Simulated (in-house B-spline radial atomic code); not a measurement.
The nickel ion Ni⁶⁺: [Ar] 3d3 4f1 (an excited or competing configuration)

Computed with a radial B-spline atomic code at the basis-set limit: Dirac-Hartree-Fock, average of configuration, Fermi nucleus of rms radius 3.7757 fm.

Screening seen three ways: the hydrogenic charge with the same mean radius, Z_r = [3n² - l(l+1)]/(2<r>), the one with the same energy, Z_e = n√(-2ε), and Slater's rules. Values are occupation-weighted means over j.

| shell | electrons | ε (eV) | <r> (bohr) | Z_r | Z_e | Slater |
| --- | --- | --- | --- | --- | --- | --- |
| 1s | 2 | -8549.2 | 0.05407 | 27.74 | 25.07 | 27.70 |
| 2s | 2 | -1197.3 | 0.2432 | 24.67 | 18.76 | 23.85 |
| 2p | 6 | -1046.1 | 0.2145 | 23.31 | 17.54 | 23.85 |
| 3s | 2 | -265.45 | 0.7 | 19.29 | 13.25 | 16.75 |
| 3p | 6 | -216.35 | 0.7177 | 17.42 | 11.96 | 16.75 |
| 3d | 3 | -148.76 | 0.7243 | 14.50 | 9.92 | 9.30 |
| 4f | 1 | -42.704 | 2.439 | 7.38 | 7.09 | 7.00 |

The least bound orbital is 4f5/2 at -42.7 eV, and it is also the most diffuse (<r> = 2.439 bohr).

Spin-orbit splittings of the orbital energies (j = l + 1/2 above j = l - 1/2 when positive): 2p 17.71 eV, 3p 2.709 eV, 3d 0.3647 eV, 4f -0.0007217 eV.

For the 1s electron the small component carries 1.02 % of the norm, the zero-frequency Breit interaction raises the level by 10.63 eV, self-energy by 5.313 eV, and vacuum polarisation lowers it by 0.4727 eV.
